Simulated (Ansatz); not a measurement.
InF3 was relaxed with r2SCAN-D4 (def2-TZVP) in Ansatz in these states: neutral quintet, neutral singlet, neutral triplet. The geometries follow in no particular order.

In the def2 sets In takes a core potential; there is no spin–orbit coupling.

A:

Cartesian coordinates in Å:
```
In 0.0000 0.0017 0.0000
F 1.2843 1.4292 -0.1087
F -1.8770 0.3970 0.1399
F 0.5926 -1.8279 -0.0312
```

B:

Cartesian coordinates in Å:
```
In -0.6090 0.5921 0.2566
F 0.1619 0.1350 1.9911
F -0.4549 -1.0964 -1.0267
F 0.9020 0.3693 -1.2210
```

C:

```xyz
4

In   -0.713   -1.168   -0.557
F    -0.189   -0.420    1.384
F     0.529    0.418   -1.293
F     0.373    1.170    0.467
```

Problem. Judge from the bond lengths which geometry belongs to which state (an estimate).

Solution. A is the neutral singlet (In1–F4 1.923 Å, In1–F2 1.923 Å, In1–F3 1.923 Å); B is the neutral triplet (In1–F4 2.125 Å, In1–F2 1.952 Å, In1–F3 2.126 Å); C is the neutral quintet (In1–F4 2.774 Å, In1–F2 2.145 Å, In1–F3 2.145 Å).

At PBE0-D4/def2-TZVP a singlet lies 3.59 eV below the neutral triplet. At PBE0-D4/def2-TZVP a singlet lies 9.49 eV below the neutral quintet. In the quintet, F3 and F4 lie 1.92 Å apart, F2 and F4 lie 1.92 Å apart (atoms count from 1), so these atoms are partly bonded to each other. These are the stationary points nearest to one start from a short search; other shapes may lie lower in each state. The neutral quintet has come apart into loosely held pieces.
